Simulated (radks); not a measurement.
Results of a calculation; reference values are marked as such.
Effect of the nuclear size on neutral tungsten, [Xe] 4f14 5d4 6s2. Code: a radial shooting solver on a logarithmic mesh with Libxc functionals. Model: Dirac Kohn-Sham, exchange-only LDA, spin-unpolarised, spherical densities, finite nucleus; open shells fill j = l - 1/2 first; Fermi nuclear charge, rms radius 5.3658 fm. The rms radius is varied about that value; shifts are against it.

rms radius (fm)  total energy shift (eV)  density at nucleus (e/bohr^3)  1s1/2 shift (meV)  2s1/2 shift (meV)  5s1/2 shift (meV)  5p1/2 shift (meV)  6s1/2 shift (meV)  5d3/2 shift (meV)  6p1/2 (empty) shift (meV)
4.4643                             -18.3                      1.512e+06              -7420              -1050              -9.52              0.575             -0.612              0.596                      0.195
5.0331                             -7.01                       1.45e+06              -2840               -400              -3.65              0.220             -0.235              0.228                      0.075
5.3658                                 0                      1.419e+06              0.000              0.000              0.000              0.000              0.000              0.000                      0.000
5.8273                              10.2                      1.379e+06               4140                583               5.31             -0.320              0.341             -0.332                     -0.109
6.0634                              15.6                       1.36e+06               6340                893               8.13             -0.490              0.523             -0.509                     -0.167

Slopes of the eigenvalues against <r^2> in GHz/fm^2, as finite differences over the two radii next to the reference (eigenvalue slopes, not the field-shift constants of lines): 1s1/2 196000, 2s1/2 27600, 5s1/2 251, 5p1/2 -15.1, 6s1/2 16.1, 5d3/2 -15.7, 6p1/2 (empty) -5.14.
